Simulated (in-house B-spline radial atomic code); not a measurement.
# Ionising As with different functionals

Computed with a radial B-spline atomic code at the basis-set limit: non-relativistic Hamiltonian, point nucleus, spin-polarised at highest spin, spherical fractional occupations for the functionals, and exact exchange of hybrids averaged over the configuration. The ionisation energy is the difference of two self-consistent energies, [Ar] 3d10 4s2 4p3 → [Ar] 3d10 4s2 4p2, without Breit or QED terms; ε is the level of the shell that loses the electron (its least bound occupied spin orbital). There is no spin-orbit coupling in this Hamiltonian.

```tsv
method	rung	ΔSCF (eV)	-ε(4p) (eV)
PBE0	global hybrid	?	?
B3LYP	global hybrid	9.84	6.74
TPSSh	global hybrid	10.06	6.53
M06-2X	global hybrid	9.70	8.01
BHandHLYP	global hybrid	?	?
r2SCAN0	global hybrid	10.25	7.40
B97-1	global hybrid	9.82	6.77
HSE06	range-separated hybrid	9.97	6.71
wB97X	range-separated hybrid	9.71	9.26
CAM-B3LYP	range-separated hybrid	9.83	8.27
LC-wPBE	range-separated hybrid	10.02	9.81
```

What does PBE0 give?

ΔSCF 10.00 eV, and -ε(4p) = 7.13 eV.

What does BHandHLYP give?

ΔSCF 9.76 eV, and -ε(4p) = 7.99 eV.

Among the functionals, which spreads more, the ΔSCF values or the orbital energies?

The orbital energies: ΔSCF values span about 0.56 eV and the orbital energies 3.28 eV; here energy differences depend much less on the functional than eigenvalues do.

How do they compare with the NIST value?

NIST lists 9.789 eV (measured, ground level to ground level). Errors run from -0.09 to +0.46 eV; B97-1 is closest (+0.03 eV), but part of that can be cancellation, since the calculations leave out relativity, Breit-QED terms, multiplet and fine-structure energies.
